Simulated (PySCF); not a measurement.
CH₃Se, SMILES [Se]C (connectivity only; charge and spin as stated), charge -1, multiplicity 1.

Geometry: PBE0-D3(BJ)/def2-TZVPD. The multiplicity is an assumed one; other spin states were not compared. The isomer is the one that the SMILES or the coordinates give; other isomers of the formula were not compared.

All values below come from HF/def2-TZVPD run with PySCF.

```
Item                                                              Result
------------------------------------------------  ----------------------
total energy                                         -2439.48665 hartree
point group                                                          C3v
highest occupied level                                          -2.17 eV
lowest empty level                                               4.84 eV
orbital gap                                                      7.01 eV
dipole moment about the centre of nuclear charge                  2.29 D
mean static polarisability                         67.9 bohr³ (10.06 Å³)
polarisability, principal values                  66.0, 66.0, 71.7 bohr³
```
